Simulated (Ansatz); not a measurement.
A nudged elastic band was laid between two geometries of AlFH2 + BrH (6 atoms, charge 0, multiplicity 1).

Theory: RHF/def2-SVP in Ansatz 0.2.0.

```json
{
  "movable images": "5",
  "climbing image": "yes",
  "spring": "5.0 eV/Å²",
  "optimiser": "quadratic models (default)",
  "start path": "through a guess of the saddle point",
  "force threshold": "0.03 eV/Å",
  "iteration limit": "60",
  "end points": "relaxed"
}
```

Image 0:

```xyz
6
Properties=species:S:1:pos:R:3
Al 0.000 0.169 -0.042
F 0.002 0.492 1.594
H 1.388 0.201 -0.772
H -1.397 0.119 -0.753
Br 0.093 -2.715 1.030
H 0.080 -2.025 2.262
```

Image 6:

```xyz
6
Properties=species:S:1:pos:R:3
Al 0.018 -0.458 -0.161
F 0.019 -0.050 1.888
H 1.385 0.195 -0.565
H -1.391 0.113 -0.547
Br 0.088 -2.729 0.334
H 0.046 -0.829 2.370
```

Question: Which bonds break or form, and what moves?

Answer: Bonds broken: Br5–H6. Bonds formed: Al1–Br5, F2–H6. AlFH2 + BrH becomes AlBrFH3.

Question: Give the energies along the band, and the barrier.

Answer: It converged. The highest image is number 3 of 0 to 6, 56.9 kJ/mol above the first end and 69.6 kJ/mol above the last; the last end lies 12.8 kJ/mol below the first. A vibrational analysis at the climbing image gives one clearly imaginary mode, 1273i cm⁻¹: a first-order saddle point. The orbitals stay closed-shell, which can raise the energy where a bond breaks towards radicals; this wasn't checked here.

```json
{"image": "0", "path coordinate (Å)": "0.00", "energy (kJ/mol)": "0.0", "Br5–H6 (Å)": "1.41", "Al1–Br5 (Å)": "3.08", "F2–H6 (Å)": "2.61"}
{"image": "1", "path coordinate (Å)": "0.38", "energy (kJ/mol)": "3.4", "Br5–H6 (Å)": "1.42", "Al1–Br5 (Å)": "3.00", "F2–H6 (Å)": "2.14"}
{"image": "2", "path coordinate (Å)": "0.76", "energy (kJ/mol)": "21.4", "Br5–H6 (Å)": "1.44", "Al1–Br5 (Å)": "2.82", "F2–H6 (Å)": "1.70"}
{"image": "3", "path coordinate (Å)": "1.14", "energy (kJ/mol)": "56.9", "Br5–H6 (Å)": "1.63", "Al1–Br5 (Å)": "2.62", "F2–H6 (Å)": "1.24"}
{"image": "4", "path coordinate (Å)": "1.48", "energy (kJ/mol)": "16.5", "Br5–H6 (Å)": "1.97", "Al1–Br5 (Å)": "2.48", "F2–H6 (Å)": "0.97"}
{"image": "5", "path coordinate (Å)": "1.82", "energy (kJ/mol)": "-7.8", "Br5–H6 (Å)": "2.35", "Al1–Br5 (Å)": "2.37", "F2–H6 (Å)": "0.93"}
{"image": "6", "path coordinate (Å)": "2.16", "energy (kJ/mol)": "-12.8", "Br5–H6 (Å)": "2.79", "Al1–Br5 (Å)": "2.33", "F2–H6 (Å)": "0.92"}
```

Question: What is the geometry of the highest image?

Answer: 
```xyz
6
Properties=species:S:1:pos:R:3
Al 0.011 -0.169 -0.016
F 0.019 0.002 1.773
H 1.403 0.158 -0.644
H -1.408 0.084 -0.620
Br 0.086 -2.599 0.971
H 0.054 -1.233 1.854
```

Question: What are the harmonic wavenumbers there?

Answer: 1273i, 225, 398, 425, 551, 656, 769, 835, 861, 1437, 2091, 2101 cm⁻¹.

Run time: 39 s on 1 thread of Arm Neoverse V2, with other jobs on the host, peak memory 0.15 GiB.
